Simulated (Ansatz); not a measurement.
Mulliken charges of `Br[C]1=[CH][AlH]1` from ωB97M-V/def2-TZVPP in Ansatz (PBE0-D4/def2-TZVP geometry).

```
atom   x (Å)   y (Å)   z (Å)  charge (e)
 Br1  -0.872  -2.454  -0.323      -0.053
  C2  -0.361  -0.646  -0.133      -0.167
  C3   0.843  -0.155   0.250      -0.229
 Al4  -0.380   1.210  -0.107       0.372
  H5   1.751  -0.685   0.523       0.117
  H6  -0.939   2.667  -0.256      -0.039
```

By hand: the dipole of these point charges (1 e Å = 4.8032 D).

Σ q r = (0.014, 0.539, 0.013) e Å, of length 0.539 e Å = 2.59 D.

How does the dipole of the full density compare? (An estimate is asked.)

The calculation gave: (0.057, 0.591, 0.028) e Å, 2.86 D; the point charges give 0.91 times that, at 4° from its direction.

Point charges leave out the atoms' own dipoles, such as those of lone pairs, and Mulliken's split depends on the basis, so the close match here is no proof of good charges.
